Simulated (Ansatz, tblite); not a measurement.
Spin states of Sr₆S₅⁺, each relaxed with r2SCAN-D4/def2-SVP in Ansatz. Electronic energies in the gas phase.

In the def2 sets Sr takes a core potential, while STO-3G treats all electrons; there is no spin–orbit coupling. The xTB rows come from tblite. Correlated methods freeze 25 core orbitals; core or outer-core shells of Sr are correlated, in sets that lack core-valence functions. The rows differ in basis, and correlated rows in double-zeta sets carry the largest basis error. HOMO above LUMO, or a gap near zero within one spin, warns that the state may not be the lowest or that an electron is smeared out. The structure comes from a short search, and lower isomers may exist.

Doublet geometry (C2 within 0.1 Å):

```xyz
11

Sr   -0.577   -1.606    0.830
Sr    0.046    1.133    3.072
Sr   -3.636   -0.049    2.781
Sr    0.031    1.520   -1.140
Sr    2.881   -0.653   -1.411
Sr    0.564   -0.457   -4.520
S    -1.315   -1.266    3.609
S     1.729    0.288    0.980
S    -1.948    1.192    0.931
S     2.091    1.389   -3.173
S     0.133   -1.492   -1.961
```

Quartet geometry:

```tsv
atom	x (Å)	y (Å)	z (Å)
Sr1	-1.247	0.344	1.284
Sr2	1.636	2.534	1.467
Sr3	-1.517	4.381	0.998
Sr4	0.692	0.059	-1.872
Sr5	1.296	-2.993	0.390
Sr6	-1.281	-4.254	-2.295
S7	-0.749	2.532	2.972
S8	1.706	-0.277	0.884
S9	-0.428	2.371	-0.714
S10	1.144	-2.767	-2.461
S11	-1.252	-1.932	-0.654
```

⟨S²⟩: doublet 0.75 at PBE0-D4/def2-TZVP (pure 0.75), quartet 3.76 at PBE0-D4/def2-TZVP (pure 3.75).

Only these spin states were relaxed. The quartet has other bonds than the doublet, so the gap mixes isomer and spin.

```json
{"level": "GFN1-xTB", "quartet − doublet (kJ/mol)": "210.0", "lowest of these": "doublet"}
{"level": "GFN2-xTB", "quartet − doublet (kJ/mol)": "107.0", "lowest of these": "doublet"}
{"level": "HF/def2-TZVP", "quartet − doublet (kJ/mol)": "141.9", "lowest of these": "doublet"}
{"level": "PBE-D4/def2-TZVP", "quartet − doublet (kJ/mol)": "204.2", "lowest of these": "doublet"}
{"level": "PBE0-D4/def2-TZVP", "quartet − doublet (kJ/mol)": "206.1", "lowest of these": "doublet"}
```

**Question.** Estimate the rows for HF/STO-3G, HF/def2-SVP, r2SCAN-D4/def2-TZVP, MP2/def2-SVP.

**Answer.** 
```
              level  quartet − doublet (kJ/mol)  lowest of these                                  remarks
          HF/STO-3G                        56.8          doublet                                        –
        HF/def2-SVP                       141.0          doublet                                        –
r2SCAN-D4/def2-TZVP                       204.8          doublet  gap within one spin near zero (doublet)
       MP2/def2-SVP                       199.2          doublet                                        –
```

The xTB methods have no spin-polarisation term.
